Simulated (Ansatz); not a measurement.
One change: `N=CNBCl` becomes `N=CNCS`.

Ansatz, PBE0-D4/def2-TZVP geometries, multiplicity 1. Each molecule was computed in one conformer, which needn't be the lowest.

```tsv
property	`N=CNBCl`
HOMO energy (PBE/def2-TZVPP) / eV	-6.16
LUMO energy (PBE0/def2-TZVPP) / eV	-0.97
HOMO energy (PBE0/def2-TZVPP) / eV	-7.65
LUMO energy (B3LYP/def2-TZVPP) / eV	-1.18
size of the dipole moment (ωB97M-V/def2-TZVPP) / D	3.92
LUMO energy (PBE/def2-TZVPP) / eV	-1.97
```

Give the same properties after the change, and the shifts. (Estimate.)

The calculation gave: 
```json
{"property": "HOMO energy (PBE/def2-TZVPP) / eV", "`N=CNCS`": "-5.46", "shift": "0.70"}
{"property": "LUMO energy (PBE0/def2-TZVPP) / eV", "`N=CNCS`": "0.36", "shift": "1.33"}
{"property": "HOMO energy (PBE0/def2-TZVPP) / eV", "`N=CNCS`": "-6.70", "shift": "0.95"}
{"property": "LUMO energy (B3LYP/def2-TZVPP) / eV", "`N=CNCS`": "0.10", "shift": "1.28"}
{"property": "size of the dipole moment (ωB97M-V/def2-TZVPP) / D", "`N=CNCS`": "2.94", "shift": "-0.98"}
{"property": "LUMO energy (PBE/def2-TZVPP) / eV", "`N=CNCS`": "-0.69", "shift": "1.28"}
```

With PBE0 the HOMO rises by 0.95 eV and the LUMO rises by 1.33 eV, so the gap widens by about 0.38 eV. PBE moves the HOMO by 0.70 eV and ωB97M-V by 1.06 eV. Dipoles are sizes alone; their direction can turn.

B3LYP here is the variant with VWN-RPA as its local correlation; programs differ in this.
